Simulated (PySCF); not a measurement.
Molecule: Sn(H)2(Cl)(OH), H3ClOSn, SMILES [OH][SnH2][Cl]. Atoms near the plane z = 0.0 Å, at the PBE0/def2-SVP optimised geometry (x, y, z in Å): Sn1 (-0.9, -0.3, 0.0), O2 (1.1, -0.3, 0.0), H4 (-1.4, 1.3, 0.0), H6 (1.4, -0.7, 0.8).

Method: PBE0/def2-TZVP, def2 effective core potentials past Kr (PySCF). The core electrons that the potentials of Sn replace are not part of the density. Cells within 0.4 Å of a nucleus heavier than hydrogen are left out (blank, or x). The values are rescaled to run from 0 to 1.

```
|33333333333333333333333333333|
|33333333333333333333333333333|
|33334444444333333333333333333|
|33444444444443333333333333333|
|34444444544444333333322222333|
|44444456665444433332222222223|
|44444579997654433322222222222|
|44445699999865443322222222222|
|44445799999976543221111122222|
|44455899999998753211001112222|
|44556899999999974210000111222|
|45567999999999995310000011222|
|45568999999999998887310011222|
|55679999999999999999951111222|
|5568999999xx999999xx994111222|
|556899999xxxx9999xxx996222222|
|5568999999xx99999xxx996322222|
|45679999999999999999995322223|
|45579999999999999999974332333|
|44567999999999997666543333333|
|44456799999999985433333333333|
|44445678999999965333333333333|
|33444556789988654333333333333|
|33344445566666554333333333333|
|33333444455555444333333333333|
|33333334444444444333333333333|
|33333333344444443333333333333|
|33333333333333333333333333333|
|33333333333333333333333333333|
```
Scale: ten equal steps from 0.000 (start of '0') to 1.00 (end of '9'), in the order '0123456789'; x runs from -3.50 to 3.50, y from -3.50 (bottom) to 3.50 (top).

### Question
Which quantity is mapped?
A) electrostatic potential
B) an orbital amplitude
C) log10 of the electron density
D) deformation density (molecule minus spherical neutral atoms)

### Answer
A, electrostatic potential. In full: electrostatic potential (hartree/e), clipped to [-0.08, 0.12].
